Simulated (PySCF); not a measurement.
TPSSh on Pb- (lead, charge -1), [Xe] 4f14 5d10 6s2 6p3, high-spin 4S determinant. All numbers are calculated (PySCF 2.14, scalar relativity through the core potential, in aug-cc-pwCVTZ-PP with ECP60MDF (8s7p6d4f1g, 96 functions)).

```
cycle= 1 E= -192.82141070314  delta_E= -0.00963  |g|= 0.0197  |ddm|= 0.374
cycle= 2 E= -192.821514457646  delta_E= -0.000104  |g|= 0.0114  |ddm|= 0.0586
cycle= 3 E= -192.821539178135  delta_E= -2.47e-05  |g|= 0.00168  |ddm|= 0.0157
cycle= 4 E= -192.821539707094  delta_E= -5.29e-07  |g|= 0.00103  |ddm|= 0.00588
cycle= 5 E= -192.821540490488  delta_E= -7.83e-07  |g|= 1.59e-05  |ddm|= 0.00267
cycle= 6 E= -192.821540490594  delta_E= -1.06e-10  |g|= 2.61e-06  |ddm|= 0.000103
converged SCF energy = -192.821540490594  <S^2> = 3.7519918  2S+1 = 4.0009958
```

Highest occupied orbital energy: 0.779 eV; ⟨L²⟩ = 0.00; populations by l: s 4.00, p 9.00, d 10.00, f 0.00.

(1) Can this result be used?

## Answers

(1) With care. The calculation finished and met its thresholds. Energies and moments cover only the electrons outside the core potential. Spin-orbit coupling, which splits the p, d and f shells strongly at this Z, is absent. Spin-orbit coupling is strong in this species (close to jj coupling), so the high-spin LS determinant is a model state, not a physical level. At TPSSh the highest occupied level has a positive energy, so only the finite basis holds that electron; in a semilocal or global hybrid functional this comes from self-interaction and does not mean that the real anion is unbound.
